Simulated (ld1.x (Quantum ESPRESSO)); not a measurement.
**Configuration tests for beryllium (Be) (RRKJ)**

Be, norm-conserving RRKJ (Kleinman–Bylander form), made with ld1.x (Quantum ESPRESSO) 7.5 (BLYP, scalar-relativistic). Core none, reference 1s2 2s1.5 2p0 (charge +0.5). Waves: 1s (bound): rc 0.30 bohr; 3d channel at 0.2 Ry: rc 3.40 bohr; 2p (bound, empty): rc 4.20 bohr. Local part: the p channel. Core correction: none.

Occupied shells without a wave of their own: 2s. They enter only through the test configuration that unscreens the potential.

Energies are relative to the spin-unpolarised reference configuration 1s2 2s1.5 2p0; without spin polarisation the order of configurations can differ from experiment.

```json
{"valence configuration": "1s2 2s2 2p0", "charge": "0", "ΔE all-electron (eV)": "-3.695", "error AE − PS (meV)": "+410"}
{"valence configuration": "1s2 2s1 2p0", "charge": "+1", "ΔE all-electron (eV)": "5.743", "error AE − PS (meV)": "-510"}
{"valence configuration": "1s2 2s0 2p0", "charge": "+2", "ΔE all-electron (eV)": "23.835", "error AE − PS (meV)": "-1581"}
{"valence configuration": "1s2 2s1 2p1", "charge": "0", "ΔE all-electron (eV)": "-0.127", "error AE − PS (meV)": "-426"}
{"valence configuration": "1s2 2s0 2p2", "charge": "0", "ΔE all-electron (eV)": "3.487", "error AE − PS (meV)": "-1324"}
{"valence configuration": "1s2 2s0 2p1", "charge": "+1", "ΔE all-electron (eV)": "9.611", "error AE − PS (meV)": "-1602"}
```

Q: What are ΔE and the potential's error for 1s1 2s2 2p0?

A: ΔE = 125.059 eV all-electron; the error (AE − PS) is -816 meV.

Levels in the configuration 1s1 2s2 2p0:

| level | all-electron (eV) | pseudo (eV) |
| --- | --- | --- |
| 1s | -151.882 | -154.503 |
| 2s | -17.910 | -18.834 |

The 2s level has no wave, so the channel is fitted at the deeper level alone: the likely source of the large errors.

A Bessel basis up to 400 Ry misses an occupied level by 0.08 Ry, so cutoffs and ghosts were not judged. The potential misses its own reference levels by up to 0.9 eV.
